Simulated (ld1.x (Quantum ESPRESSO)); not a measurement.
Which change was made? (Te, TM)

Te, norm-conserving Troullier–Martins (Kleinman–Bylander form), made with ld1.x (Quantum ESPRESSO) 7.5 (PBE, scalar-relativistic). Core [Kr], reference 4d10 5s2 5p4. Waves: 5s (bound): rc 1.95 bohr; 5p (bound): rc 2.20 bohr; 4d (bound): rc 1.00 bohr; 4f channel at -0.2 Ry: rc 1.95 bohr. Local part: all-electron potential smoothed inside 2.00 bohr (lloc = -1). Core correction: a·sin(br)/r model core inside 0.60 bohr.

Cutoffs, loose and tight: the cutoffs (Ry, on a coarse ladder) from which the occupation-weighted sum of valence levels, in a spherical-Bessel basis at the reference potential, stays within 10 and 1 mRy of its value at 400 Ry. They do not see the model core or the augmentation charge, which bear on the density cutoff. Test errors are all-electron minus pseudo excitation energies from the reference, over the configurations 4d10 5s2 5p3; 4d10 5s2 5p2; 4d10 5s2 5p1; 4d9 5s2 5p5; 4d10 5s2 5p0; 4d10 5s2 5p3.5; 4d10 5s1 5p5; variants that change the core or the reference have their own tests.

The base gives: outcome: generated; cutoff, loose: 120 Ry; cutoff, tight: 200 Ry; bound ghosts: none; largest test error (meV): -306.

(1) After one change the result is: outcome: generated; cutoff, loose: 100 Ry; cutoff, tight: 160 Ry; bound ghosts: none; largest test error (meV): -170. Which change was it?
A. all radii but the core radius scaled by about 0.81 (s 1.58, p 1.78, d 0.80, f 1.58 bohr); local potential all-electron potential smoothed inside 1.62 bohr (lloc = -1)
B. all radii but the core radius scaled by about 1.39 (s 2.72, p 3.06, d 1.40, f 2.72 bohr); local potential all-electron potential smoothed inside 2.78 bohr (lloc = -1)
C. all radii but the core radius scaled by about 0.92 (s 1.78, p 2.02, d 0.92, f 1.78 bohr); local potential all-electron potential smoothed inside 1.84 bohr (lloc = -1)

Answers

(1) B. The others give: all radii but the core radius scaled by about 0.92 (s 1.78, p 2.02, d 0.92, f 1.78 bohr); local potential all-electron potential smoothed inside 1.84 bohr (lloc = -1) → outcome: generated; cutoff, loose: 120 Ry; cutoff, tight: 160 Ry; bound ghosts: s; largest test error (meV): +233 | all radii but the core radius scaled by about 0.81 (s 1.58, p 1.78, d 0.80, f 1.58 bohr); local potential all-electron potential smoothed inside 1.62 bohr (lloc = -1) → outcome: generated; cutoff, loose: 230 Ry; cutoff, tight: over 300 Ry; bound ghosts: s; largest test error (meV): -150.
